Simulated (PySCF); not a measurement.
## Diatomics of Ge with the fourth-period p block

PBE0 with double-zeta basis sets in PySCF, for the lowest determinant that a PBE0 search found; no spin–orbit coupling. De refers to high-spin ground-configuration atoms. A positive dipole means M(−)Ge(+).

```csv
M,basis,state (unpaired electrons),Re (Å),ωe (cm⁻¹),De (eV),μ (D)
Ga,cc-pVDZ-PP,"quartet (σ ↑, π ↑↑)",2.488,218,2.36,-1.31
Ge,pcseg-1,triplet (π ↑↑),2.389,295,2.95,n/a
As,cc-pVDZ-PP,doublet (π ↑),2.252,356,2.89,0.99
Se,cc-pVDZ-PP,singlet (closed shell),2.148,413,4.99,1.94
Br,cc-pVDZ-PP,doublet (π ↑),2.343,293,3.59,1.81
```

The shortest bond is that of GeSe (2.148 Å), the longest that of GaGe (2.488 Å). GeSe is bound most strongly (4.99 eV) and GaGe least (2.36 eV).

The rows differ in basis set, which adds steps of its own.

The state changes along the series, so neighbouring rows are not always alike in their bonding.

Spin–orbit coupling is left out. States were picked by a PBE0 search and need not be the measured ground states.
